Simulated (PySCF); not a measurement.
Polarisability and C₆ of Pb+ (lead, charge +1)

[Xe] 4f14 5d10 6s1 6p2, high-spin 4P determinant (an excited configuration). Calculation: PySCF 2.14, in def2-QZVPPD with the def2 core potential (60 electrons); a scalar-relativistic core potential. Coupled (time-dependent) response in atomic units; α is the mean over directions.

| method | mean α (bohr³) | α xx, yy, zz | C₆ (like pair) | S(−4) |
| --- | --- | --- | --- | --- |
| LC-wPBE | 28.11 | 24.48, 29.92, 29.92 | 248.8 | 232.8 |

S(−4) is the Cauchy moment in α(ω) = α(0) + S(−4) ω² + …

Spin-orbit coupling is absent.

α(iu) at LC-wPBE:

```csv
u (hartree),α(iu) (bohr³)
0,28.11
0.0500,27.54
0.100,26.00
0.200,21.51
0.300,17.12
0.500,11.22
0.750,7.481
1.00,5.521
1.50,3.528
2.00,2.504
3.00,1.462
5.00,0.6668
```

A single London oscillator, α(iu) = α/(1 + u²/ω²), gives C₆ = (3/4) ω α². Matching the computed C₆ needs ω = 4 × 248.8 / (3 × 28.11²) = 0.420 hartree.

For an ion, C₆ is the dispersion term alone; charge-induced terms of lower order in 1/R come first.

The components differ because the open shell of this determinant is not spherical; for a pure term their mean is the scalar polarisability.

Energies and moments cover only the electrons outside the core potential. Spin-orbit coupling is strong in this species (close to jj coupling), so the high-spin LS determinant is a model state, not a physical level.
